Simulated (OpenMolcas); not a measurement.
Computed transition rates of La

| Property | Result |
| --- | --- |
| Program | OpenMolcas |
| Method | MS-RASPT2, IPEA 0.25 Eh, imaginary shift 0.1 Eh (closed shells correlated: 5s 5p) |
| Basis | ANO-RCC-VTZP [8s7p5d3f2g1h] |
| Scalar Hamiltonian | DKH2, point nucleus |
| Active space | 3 electrons in 9 orbitals (RAS2 5d 6s; RAS3 6p, at most 2 electrons) |
| State averaging | 2S+1 = 2 even, 70 roots (65 in the spin-orbit step); 2S+1 = 4 even, 20 roots kept (CI in the orbitals of an earlier block); 2S+1 = 2 odd, 90 roots; 2S+1 = 4 odd, 45 roots kept (CI in the orbitals of an earlier block) |
| Spin-orbit coupling | state interaction with AMFI integrals over the reference wave functions, term energies averaged over their components |

Rates come from the transition moments of the reference wave functions (E1 in the length form). At fixed line strength A goes as λ^-3 for E1 and M1 and as λ^-5 for E2, so a rate at the computed wavelength can be rescaled to the measured one. Measured vacuum wavelengths follow from level energies in NIST Handbook of Basic Atomic Spectroscopic Data. Branching counts E1 and M1 decays inside the model space alone, at computed energies, and the table is only a selection of the E1 lines, drawn from those between levels with measured partners whose computed energy lies within a factor of 1.5 of the measured one.

```tsv
Upper	Lower	Type	λ computed (nm)	λ measured (nm)	A computed (s-1)	A rescaled (s-1)	Branching %
5d 6s 6p 4P* 1/2	5d2 6s 4P 3/2	E1	1028	992.4	3.23e+06	3.59e+06	76.5
5d 6s 6p 4P* 3/2	5d2 6s 4P 5/2	E1	1018	988.4	1.35e+06	1.47e+06	22.0
5d 6s 6p 4P* 1/2	5d2 6s 4P 1/2	E1	1001	967.5	7.57e+05	8.38e+05	17.9
5d 6s 6p 4P* 5/2	5d2 6s 4P 5/2	E1	982.5	954.5	2.75e+06	3.00e+06	48.7
5d 6s 6p 4P* 3/2	5d2 6s 4P 1/2	E1	973.5	946.4	2.05e+06	2.23e+06	33.4
5d 6s 6p 4P* 5/2	5d2 6s 4P 3/2	E1	964.2	937.5	1.44e+06	1.57e+06	25.5
5d 6s 6p 4F* 3/2 [60 %]	5d2 6s 4F 3/2	E1	920	944.1	1.28e+06	1.18e+06	22.4
5d 6s 6p 4F* 5/2 [71 %]	5d2 6s 4F 7/2	E1	897.2	884.2	1.86e+06	1.94e+06	40.7
5d 6s 6p 4F* 7/2	5d2 6s 4F 7/2	E1	869.1	867.7	2.55e+06	2.56e+06	64.3
5d 6s 6p 4F* 5/2 [71 %]	5d2 6s 4F 5/2	E1	862.7	847.9	1.38e+06	1.45e+06	30.3
5d 6s 6p 4F* 9/2	5d2 6s 4F 9/2	E1	850.3	825	3.33e+06	3.65e+06	89.2
5d 6s 6p 4D* 1/2	5d2 6s 4F 3/2	E1	844.4	875.1	1.34e+07	1.20e+07	94.0
5d 6s 6p 4D* 7/2	5d2 6s 4F 9/2	E1	841.5	834.9	1.37e+07	1.40e+07	86.5
5d 6s 6p 4F* 7/2	5d2 6s 4F 5/2	E1	836.7	832.7	5.35e+05	5.43e+05	13.5
5d 6s 6p 4D* 3/2 [69 %]	5d2 6s 4F 5/2	E1	834.2	854.8	6.66e+06	6.19e+06	44.8
5d 6s 6p 4D* 5/2	5d2 6s 4F 7/2	E1	833.4	832.7	1.08e+07	1.08e+07	64.5
5d 6s 6p 4D* 3/2 [69 %]	5d2 6s 4F 3/2	E1	811.9	830.5	5.08e+06	4.75e+06	34.2
5d 6s 6p 4F* 9/2	5d2 6s 4F 7/2	E1	809.8	784.4	3.69e+05	4.06e+05	9.9
5d 6s 6p 4D* 5/2	5d2 6s 4F 5/2	E1	803.5	800.4	4.31e+06	4.36e+06	25.8
5d 6s 6p 4D* 7/2	5d2 6s 4F 7/2	E1	801.9	793.4	1.70e+06	1.76e+06	10.7
5d 6s 6p 4F* 3/2 [60 %]	5d 6s2 2D 3/2	E1	797	754.1	4.11e+06		71.9
5d 6s 6p 4F* 5/2 [71 %]	5d 6s2 2D 5/2	E1	784.1	727.2	6.92e+05		15.2
5d 6s 6p 4F* 7/2	5d 6s2 2D 5/2	E1	762.5	716	5.85e+05		14.7
5d 6s 6p 4D* 3/2 [69 %]	5d 6s2 2D 3/2	E1	714.6	679.9	1.79e+06		12.1
5d 6s 6p 4P* 3/2	5d 6s2 2D 3/2	E1	589.1	561.9	1.52e+06		24.7
```

Spin-changing lines and M1 lines between different terms are not rescaled, since their strength hangs on the term gaps too.

The largest correction is for 5d 6s 6p 4D* 1/2 → 5d2 6s 4F 3/2 (E1): 1.34e+07 × (844.4 / 875.1)^3 = 1.20e+07 s-1, a factor of 0.90.

The computed rate and branching of 5d 6s 6p 4D* 1/2 → 5d2 6s 4F 3/2 give the upper level a radiative lifetime of 0.940 / 1.34e+07 s-1 = 7.01e-08 s, counting decays inside the model space alone.

The computed order of these levels differs from the measured one in 2 places, and where term gaps are wrong the rates of spin-changing lines can be off by large factors.

No measured rate stands beside these. Rescaling mends the energy factor alone: line strengths can still be far off where a level mixes with configurations outside the active space, and weak or spin-changing lines hang on small mixing coefficients that depend on the term gaps too, so rescaling need not improve them.

Term energies are means over components that CASPT2 splits; among the terms shown or strongly mixed into the levels shown the widest spread is 780 cm-1 (5d2 6s 4F). Blocks of more than 70 roots (2S+1 = 2 odd) ran without multistate coupling. Some high roots are left out of the spin-orbit mixing, which shifts the levels that they would mix with. Terms from blocks run as CI alone lack orbitals of their own. Configurations are named by rounded mean occupations; where the s occupation lies near a half they are strongly mixed, a name can repeat and a true partner stay unpaired. A single d shell beside an s shell can misplace configurations of different d count against each other. No level of 6s2 6p was computed, though it lies in the active space. Computed and measured levels are paired by configuration, term and J; levels that our copy of the source lacks, or whose pairing is in doubt (as where it misses far off the trend of its configuration), stay unpaired. Levels of configurations outside the active space are missing.

A share in square brackets marks a mixed level and gives the weight of the term that names it. * marks odd parity.
